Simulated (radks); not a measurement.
Q: The mean radii <r> (bohr) of the occupied orbitals of an atom or ion are listed with their occupations. Calculated with a radial shooting solver on a logarithmic mesh with Libxc functionals: Dirac Kohn-Sham, BLYP, spin-unpolarised, spherical densities, point nucleus.

| orbital | occ. | <r> |
|---|---|---|
| 1s1/2 | 2 | 0.06959 |
| 2s1/2 | 2 | 0.3249 |
| 2p1/2 | 2 | 0.2881 |
| 2p3/2 | 4 | 0.2908 |
| 3s1/2 | 2 | 0.9925 |
| 3p1/2 | 2 | 1.052 |
| 3p3/2 | 4 | 1.060 |
| 3d3/2 | 1 | 1.269 |

Name the element and its charge. Open shells, if any, fill j = l - 1/2 first.

A: Z = 22, titanium, charge +3: Ti3+ in [Ar] 3d1. The 1s radius gives Z: for a bare nucleus <r> = (2 gamma + 1)/(2Z) with gamma = sqrt(1 - (Z/c)^2), 0.06759 bohr for Z = 22, and screening makes it slightly larger (0.06959 here). The occupations add up to 19, and the charge is Z minus that.
